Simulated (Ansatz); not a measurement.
This geometry of Cl$_{2}$FHSi (5 atoms, charge 0, multiplicity 1) is a first-order saddle point.

Computed with RKS PBE-D4/def2-SVP (Ansatz 0.2.0).

```xyz
5
Properties=species:S:1:pos:R:3
Si 0.197 -0.013 -0.476
Cl 1.171 -0.046 1.858
H 1.635 0.030 0.315
F -0.800 1.275 -0.362
Cl -1.028 -1.687 -0.504
```

Task: Which two structures does it join? (They come from a converged band through this point; their orientation in space is the band's.)

Result: Bonds broken: Si1–Cl2, Si1–H3. Bonds formed: Cl2–H3. Cl2FHSi becomes ClFSi + ClH.

Initial state:

```xyz
5
Properties=species:S:1:pos:R:3
Si 0.303 -0.029 0.091
Cl 0.635 -0.037 2.116
H 1.593 0.000 -0.650
F -0.557 1.299 -0.276
Cl -0.799 -1.675 -0.450
```

Final state:

```xyz
5
Properties=species:S:1:pos:R:3
Si -0.264 -0.026 -0.936
Cl 1.480 -0.120 1.547
H 2.524 0.167 0.827
F -1.145 1.223 -0.312
Cl -1.420 -1.684 -0.293
```

Task: How far does it lie above each of them?

Result: 2.62 eV above the first and 0.45 eV above the second. This is the barrier of this one path; another mechanism may lie lower. The orbitals stay closed-shell, which can raise the energy where a bond breaks towards radicals; this wasn't checked here.

Time of the run: 3.7 min on 1 thread of Arm Neoverse V2, with other jobs on the host, peak memory 0.12 GiB.
